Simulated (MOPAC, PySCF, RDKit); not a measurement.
Dimer: C2H4 (SMILES C=C) (first 6 atoms) with CH4O (SMILES CO); geometry from B3LYP-D3(BJ)/def2-TZVP, rigid monomers moved along the line of their centres of mass till C1···H12 is 3.39 Å.
(charge 0, multiplicity 1):
```csv
atom,x (Å),y (Å),z (Å)
C,0.7019,0.2081,0.0238
C,-0.6063,0.0269,-0.1008
H,1.1658,1.1668,-0.1740
H,1.3615,-0.5962,0.3268
H,-1.0691,-0.9328,0.0955
H,-1.2663,0.8298,-0.4059
C,-0.2962,-0.6114,4.6743
O,-0.4283,0.7091,4.1774
H,-1.0722,-1.2810,4.2845
H,-0.4028,-0.5602,5.7574
H,0.6852,-1.0444,4.4463
H,-0.3360,0.6797,3.2168
```

Monomers are frozen at their geometry in the pair; levels with a basis set take the counterpoise correction. Rows marked so take none.

Rows in 3-21G carry no dispersion term and start afresh at each structure. The state that PM3 reach isn't checked.

Run with MOPAC for PM3 (differences of heats of formation); PySCF for 3-21G rows; RDKit for the force fields. Values without a source in brackets are computed.

### Question
One of these levels gives -12.6 meV for the interaction energy. Name it.
A. MMFF94
B. PM3
C. HF/3-21G (no counterpoise)

### Answer
B, PM3. The others give -43.4 (MMFF94), -67.5 (HF/3-21G (no counterpoise))
